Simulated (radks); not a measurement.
The mean radii <r> (bohr) of the occupied orbitals of an atom or ion are listed with their occupations. Method: Dirac Kohn-Sham, LDA (Slater exchange, Perdew-Zunger correlation), spin-unpolarised, spherical densities, point nucleus; computed with a radial shooting solver on a logarithmic mesh with Libxc functionals.

orbital  occ.     <r>
1s1/2       2  0.4250
2s1/2       2   2.619

Name the element and its charge. Open shells, if any, fill j = l - 1/2 first.

Answer. Z = 4, beryllium, charge 0: Be in [He] 2s2. The 1s radius gives Z: for a bare nucleus <r> = (2 gamma + 1)/(2Z) with gamma = sqrt(1 - (Z/c)^2), 0.3749 bohr for Z = 4, and screening makes it slightly larger (0.4250 here). The occupations add up to 4, and the charge is Z minus that.
